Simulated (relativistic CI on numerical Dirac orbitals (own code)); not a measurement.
# d5 in a ligand field

Computed with a parametric ligand-field model of a d^n configuration (Racah B and C, spin-orbit zeta, crystal field), exact diagonalisation.

Field parameters in Wybourne normalisation: D3d B²₀ = −7Dσ, B⁴₀ = −14Dq − 21Dτ, B⁴₃ = −14√(10/7) Dq; D4h B²₀ = −7Ds, B⁴₀ = 21(Dq − Dt), B⁴₄ = 21√(5/14) Dq; Oh B⁴₀ = 21Dq, B⁴₄ = √(5/14) B⁴₀; Td as Oh with Dq negative (B⁴₀ = 21Dq, B⁴₄ = √(5/14) B⁴₀). The field is a parameter set, without covalency.

(1) Ground term and bands for B = 740, C = 3520, ζ = 0 cm⁻¹, Oh, 10Dq = 7250 cm⁻¹?

(2) Ground term and bands for B = 340, C = 1700, ζ = 0 cm⁻¹, Oh, 10Dq = 5000 cm⁻¹?

(3) Ground term and bands for B = 730, C = 3470, ζ = 0 cm⁻¹, D3d, 10Dq = 11700, Dσ = 1200, Dτ = 390 cm⁻¹?

(4) Ground term and bands for B = 400, C = 1920, ζ = 0 cm⁻¹, Td, 10Dq = -11250 cm⁻¹?

(5) Ground term and bands for B = 820, C = 3840, ζ = 0 cm⁻¹, D4h, 10Dq = 28550, Ds = 3000, Dt = 770 cm⁻¹?

## Answers

(1) Ground term 6A1 with 2.00 electrons in the two orbitals of the cubic e set. Spin-allowed: none. Lowest spin-forbidden: 4T1 20147 cm⁻¹ (496 nm), 4T2 23300 cm⁻¹ (429 nm), 4A1+E 25000 cm⁻¹ (400 nm). A high-spin d5 ion has no spin-allowed d-d band, hence its pale colour.

(2) Ground term 6A1 with 2.00 electrons in the two orbitals of the cubic e set. Spin-allowed: none. Lowest spin-forbidden: 4T1 8177 cm⁻¹ (1223 nm), 4T2 10082 cm⁻¹ (992 nm), 2T2 10441 cm⁻¹ (958 nm). A high-spin d5 ion has no spin-allowed d-d band, hence its pale colour.

(3) Ground term 6A1 with 2.00 electrons in the two orbitals of the cubic e set. Spin-allowed: none. Lowest spin-forbidden: 4E 11876 cm⁻¹ (842 nm), 2E 14354 cm⁻¹ (697 nm), 4A2 15859 cm⁻¹ (631 nm). A high-spin d5 ion has no spin-allowed d-d band, hence its pale colour.

(4) Ground term 6A1 with 2.00 electrons in the two orbitals of the cubic e set. Spin-allowed: none. Lowest spin-forbidden: 2T2 1355 cm⁻¹, 4T1 3966 cm⁻¹ (2522 nm), 4T2 6776 cm⁻¹ (1476 nm). A high-spin d5 ion has no spin-allowed d-d band, hence its pale colour.

(5) Ground term 2B2 with 0.05 electrons in the two orbitals of the cubic e set. Spin-allowed: 2E 4279 cm⁻¹ (2337 nm), 2E 18855 cm⁻¹ (530 nm), 2A2 18952 cm⁻¹ (528 nm), 2B1 20644 cm⁻¹ (484 nm). Lowest spin-forbidden: 6A1 3120 cm⁻¹ (3205 nm), 4E 4280 cm⁻¹ (2336 nm), 4A2 5291 cm⁻¹ (1890 nm).
